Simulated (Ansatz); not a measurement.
The cluster NaAu₄⁻, relaxed as a singlet with RKS PBE-D4/def2-SVPD in Ansatz, starting from the GFN2-xTB geometry. Force threshold 0.02 eV/Å.

In the def2 sets Au takes a core potential; there is no spin–orbit coupling. The structure comes from a short search, and lower isomers may exist.

Start:

```xyz
5

Na    0.032    0.677    0.821
Au   -0.011   -1.392   -1.221
Au   -0.085    0.978   -2.346
Au    0.005    2.921    2.102
Au    0.059   -3.184    0.644
```

Question: Estimate the energy that the relaxation releases and the steps that it takes.

Answer: 2.1 kcal/mol, in 8 steps; 15 s on 4 threads of Intel Xeon Platinum 8488C on a shared host. The force fell under the threshold at step 7, but the optimiser went on. No frequencies were taken in this run, so the end may be a saddle point.

Question: Does the start keep its bonding and symmetry?

Answer: By distances, no bond broke or formed. The bond that changes most is Na1–Au3, from 3.18 to 3.00 Å (atoms count from 1). The end is the same structure that another start reached, the lowest one found.

Question: Predict the relaxed structure.

Answer: 
```xyz
5

Na   -0.002    1.080    0.494
Au   -0.008   -1.408   -1.067
Au   -0.079    0.777   -2.492
Au    0.024    2.943    2.476
Au    0.066   -3.391    0.590
```
Bond lengths (bridged metal pairs left out): 3 × Au–Na 2.72 to 3.00 Å; 2 × Au–Au 2.59 to 2.61 Å.
